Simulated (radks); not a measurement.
The numbers below are computed, except where a source is named.
Q: These are the eigenvalues of the occupied orbitals of an atom or ion with whole-number occupations (hartree). Code: a radial shooting solver on a logarithmic mesh with Libxc functionals. Model: Dirac Kohn-Sham, PBE, spin-unpolarised, spherical densities, finite nucleus; Fermi nuclear charge, rms radius of each element as measured or else 0.836 A^(1/3) + 0.57 fm.

| orbital | eigenvalue |
|---|---|
| 1s1/2 | -404.5377 |
| 2s1/2 | -52.20074 |
| 2p1/2 | -46.63479 |
| 2p3/2 | -45.46296 |
| 3s1/2 | -7.99621 |
| 3p1/2 | -6.15883 |
| 3p3/2 | -6.00140 |
| 3d3/2 | -2.88055 |
| 3d5/2 | -2.85856 |

Which element is it, and in what charge state? The configuration may be excited. Open shells, if any, fill j = l - 1/2 first.

A: Z = 32, germanium, charge +4: Ge4+ in [Ar] 3d10. The list shows which subshells hold electrons but not how many an open one holds; the 1s level, -404.54 hartree, gives Z - s = 28.4 by -(Z - s)^2/2, which with screening and relativity narrows Z to a few neighbours, and the depths of the outer levels then fix element, charge and occupations together.
